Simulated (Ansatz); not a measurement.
Forces on Ga₁₀Sb₁₀H₂₈, a nanocrystal cut from zinc blende GaSb (hydrogen-capped) at its PBE-D4/def2-SVP geometry. Total charge 0; singlet.

In the def2 sets Sb takes a core potential; there is no spin–orbit coupling. Single mean-field runs in def2-TZVP are fitted with def2-universal-jkfit.

r2SCAN-D4/def2-TZVP (Ansatz), largest force 0.35 eV/Å:

```xyz
48
positions Å, forces eV/Å
Ga    1.657    4.823   -0.574    0.026    0.028   -0.012
Ga    3.684   -1.445   -3.412    0.041   -0.007   -0.021
Ga    1.872   -3.761    0.612    0.030   -0.029    0.020
Ga   -0.794    3.306    2.956   -0.020    0.027    0.036
Ga   -0.714   -1.388    3.736    0.003   -0.037    0.060
Ga    1.081    0.398    0.305    0.044    0.007   -0.031
Ga   -0.517    1.485   -3.436   -0.010    0.000   -0.043
Ga   -1.049   -2.455   -2.183   -0.035   -0.010   -0.060
Ga   -3.195    0.202    0.262   -0.069   -0.002   -0.021
Ga   -2.860   -4.249    1.386   -0.026   -0.024    0.014
Sb    3.174    0.284   -1.375    0.229    0.222    0.083
Sb    1.199    2.884    1.261    0.152    0.010    0.176
Sb   -0.177    3.944   -2.358   -0.211    0.265   -0.101
Sb    1.360   -1.529    2.080    0.154    0.100    0.128
Sb    1.234   -2.561   -3.639   -0.014   -0.215   -0.281
Sb   -0.663   -4.134   -0.183   -0.001   -0.197   -0.162
Sb   -0.640    1.180    4.587    0.048    0.097    0.317
Sb   -2.944    2.591    1.519   -0.227    0.256    0.005
Sb   -2.835   -1.637    2.163   -0.155    0.024    0.160
Sb   -1.028    0.043   -1.236   -0.021   -0.030   -0.009
H     1.177    6.199    0.026    0.079   -0.201   -0.090
H     3.075    4.527   -1.201   -0.208    0.065    0.100
H     3.940   -0.549   -4.683   -0.031   -0.139    0.190
H     4.642   -2.529   -2.792   -0.133    0.168   -0.109
H     2.420   -4.900    1.551   -0.075    0.167   -0.144
H     2.668   -3.164   -0.631   -0.104   -0.086    0.168
H    -0.936    4.689    3.699    0.024   -0.205   -0.112
H    -0.684   -2.329    5.004   -0.005    0.140   -0.185
H     0.942    0.990   -3.837   -0.203    0.064    0.045
H    -1.736    1.536   -4.432    0.186   -0.011    0.140
H    -2.274   -2.676   -3.159    0.173    0.028    0.142
H    -4.613    0.158   -0.431    0.210    0.005    0.100
H    -2.540   -5.063    2.700   -0.062    0.112   -0.198
H    -4.110   -4.457    0.446    0.183    0.018    0.148
H     4.538    0.335   -0.329   -0.248   -0.006   -0.188
H     3.327    1.902   -1.929   -0.027   -0.301    0.098
H     2.550    2.829    2.328   -0.240    0.008   -0.190
H    -0.241    5.134   -3.598    0.014   -0.223    0.229
H    -1.703    4.352   -1.677    0.288   -0.081   -0.131
H     2.718   -1.026    3.013   -0.246   -0.089   -0.169
H     1.529   -4.242   -3.838   -0.056    0.305    0.035
H     0.749   -2.283   -5.263    0.084   -0.052    0.292
H    -0.630   -5.649   -1.000   -0.007    0.273    0.147
H     0.772    1.435    5.533   -0.263   -0.051   -0.177
H    -1.761    1.404    5.872    0.207   -0.044   -0.241
H    -4.316    2.924    2.500    0.252   -0.066   -0.180
H    -3.205    3.867    0.398    0.038   -0.242    0.219
H    -4.142   -1.397    3.259    0.233   -0.041   -0.196
```

PBE0-D4/def2-TZVP (Ansatz), largest force 0.42 eV/Å:

```
Ga -0.002 -0.029 -0.013
Ga -0.024 -0.001 0.018
Ga -0.028 0.010 0.006
Ga -0.006 -0.043 -0.027
Ga 0.000 -0.013 -0.035
Ga 0.001 -0.012 -0.050
Ga 0.002 -0.012 0.024
Ga 0.018 0.026 0.012
Ga 0.031 -0.021 -0.003
Ga 0.020 0.020 -0.003
Sb 0.217 0.299 0.138
Sb 0.168 -0.064 0.210
Sb -0.287 0.300 -0.088
Sb 0.156 0.180 0.127
Sb -0.044 -0.253 -0.304
Sb 0.010 -0.189 -0.200
Sb 0.063 0.110 0.366
Sb -0.254 0.298 -0.008
Sb -0.151 0.080 0.181
Sb 0.026 -0.039 0.059
H 0.048 -0.144 -0.061
H -0.143 0.036 0.068
H -0.025 -0.095 0.134
H -0.092 0.114 -0.072
H -0.057 0.117 -0.095
H -0.080 -0.049 0.110
H 0.017 -0.164 -0.088
H -0.003 0.113 -0.141
H -0.133 0.038 0.039
H 0.128 -0.002 0.103
H 0.137 0.020 0.108
H 0.162 0.009 0.079
H -0.040 0.081 -0.138
H 0.130 0.016 0.100
H -0.284 -0.022 -0.211
H -0.045 -0.334 0.105
H -0.284 0.008 -0.226
H 0.030 -0.260 0.253
H 0.316 -0.100 -0.126
H -0.291 -0.106 -0.202
H -0.059 0.341 0.053
H 0.092 -0.044 0.333
H -0.006 0.316 0.171
H -0.291 -0.064 -0.217
H 0.225 -0.053 -0.292
H 0.294 -0.091 -0.200
H 0.066 -0.283 0.232
H 0.274 -0.046 -0.232
```
